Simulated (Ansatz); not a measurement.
Consider the hydrogen abstraction from the O–H bond: `CO[SiH](O)Cl` + F• → `CO[SiH]([O])Cl`• + H–F.

Calculated with Ansatz (gas phase, PBE0-D4/def2-TZVP geometries, no zero-point term in ΔE). CBS: MP2 limit from def2 TZ/QZ plus the TZ coupled-cluster correction, frozen cores. This one scheme is used for every species, atoms too. DFT in def2-TZVPP. B3LYP here is the variant with VWN-RPA as its local correlation; programs differ in this. Open shells (•) are unrestricted, without spin–orbit coupling. Spin–orbit coupling would lower the free atoms: a little for F. Each species was taken in one conformer, which may not be the lowest.

`CO[SiH](O)Cl`:

```xyz
10

C     1.158    0.478    1.063
O     0.612    0.305   -0.227
Si   -0.919   -0.102   -0.581
O    -1.036   -0.403   -2.169
Cl   -1.416   -1.759    0.536
H     1.026   -0.421    1.672
H     2.225    0.677    0.952
H     0.696    1.326    1.578
H    -1.893    0.956   -0.267
H    -0.451   -1.056   -2.557
```

`CO[SiH]([O])Cl`•:

```xyz
9

C     1.345    0.115    0.478
O     0.442    0.031   -0.606
Si   -1.170    0.012   -0.504
O    -1.831    0.449   -1.951
Cl   -1.957   -1.865   -0.323
H     0.922    0.677    1.317
H     1.613   -0.887    0.822
H     2.245    0.624    0.133
H    -1.609    0.844    0.634
```

H–F:

Z-matrix (Å, degrees):
```
F
H 1 0.920
```

```json
{"level": "r2SCAN-D4", "ΔE (kcal/mol)": "-13.6", "difference from CCSD(T)/CBS": "-2.7"}
{"level": "B3LYP-D4", "ΔE (kcal/mol)": "-12.9", "difference from CCSD(T)/CBS": "-2.0"}
{"level": "ωB97M-V", "ΔE (kcal/mol)": "-10.4", "difference from CCSD(T)/CBS": "0.5"}
{"level": "B2PLYP", "ΔE (kcal/mol)": "-10.9", "difference from CCSD(T)/CBS": "0.0"}
{"level": "PBE", "ΔE (kcal/mol)": "-18.0", "difference from CCSD(T)/CBS": "-7.1"}
{"level": "r2SCAN", "ΔE (kcal/mol)": "-13.8", "difference from CCSD(T)/CBS": "-2.9"}
{"level": "PBE0", "ΔE (kcal/mol)": "-11.7", "difference from CCSD(T)/CBS": "-0.8"}
{"level": "SCS-MP2/def2-TZVPP", "ΔE (kcal/mol)": "-8.2", "difference from CCSD(T)/CBS": "2.7"}
{"level": "CCSD/def2-TZVPP", "ΔE (kcal/mol)": "-9.3", "difference from CCSD(T)/CBS": "1.6"}
{"level": "CCSD(T)/def2-TZVPP", "ΔE (kcal/mol)": "-9.7", "difference from CCSD(T)/CBS": "1.2"}
{"level": "CCSD(T)/CBS", "ΔE (kcal/mol)": "-10.9", "difference from CCSD(T)/CBS": "0"}
```

Largest T1 diagnostic among the species: 0.015.

From PBE to PBE0 (25 % exact exchange), in def2-TZVPP and without D4, ΔE moves by +6.3 kcal/mol. The D4 term adds +0.8 kcal/mol with B3LYP and +0.4 kcal/mol with PBE0; it sums over pairs of atoms, weighted by their polarisabilities, and B3LYP, whose exchange is more repulsive, gets the larger term. In def2-TZVPP, CCSD(T) changes the Hartree–Fock value by −7.6 kcal/mol (the triples alone add −0.4 kcal/mol) and MP2 by −6.7 kcal/mol.

CCSD(T)/CBS has its own doubt, a few kJ/mol and more with outer-core shells, so smaller differences from it don't rank the levels.
